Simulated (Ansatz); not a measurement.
A run for Ansatz (a quantum-chemistry and plane-wave program): U-B3LYP/def2-TZVPP on BHI2 (SMILES IBI), a point of a bond scan (R = 2.325 Å). Elements past Kr take the def2 small-core potentials; no spin–orbit coupling.

Ansatz 0.2 input:
```yaml
crystal:
  periodic: [false, false, false]
  atoms:
    - {symbol: B, position_ang: [-0.70417345, -0.42698726, -0.46384859]}
    - {symbol: H, position_ang: [-1.58315679, -0.95997341, -1.04284684]}
    - {symbol: I, position_ang: [-0.37434685, 1.85012867, -0.79734720]}
    - {symbol: I, position_ang: [0.50063343, -1.58472360, 0.83046480]}
basis:
  gaussian:
    orbitals: def2-TZVPP
hamiltonian:
  xc: {name: B3LYP}
magnetization: {spin_polarized: true, initial_magnetization: 0}
```

The head of its log:

```
WARN ansatz: RAYON_NUM_THREADS=1 ignored (pool sized by the plan → 1); use --threads N
Functional definition: B3LYP
integrals: 0.06 GiB planned
1050 factors; their error is unknown
mean field: 0.79 GiB planned
mean field evaluation 1: about -16899.4693 eV, gradient 1.3e1 eV
mean field evaluation 2: about -16897.5275 eV, gradient 2.4e1 eV
```

Q: Give the final energy of this run.

A: -621.1004 hartree.
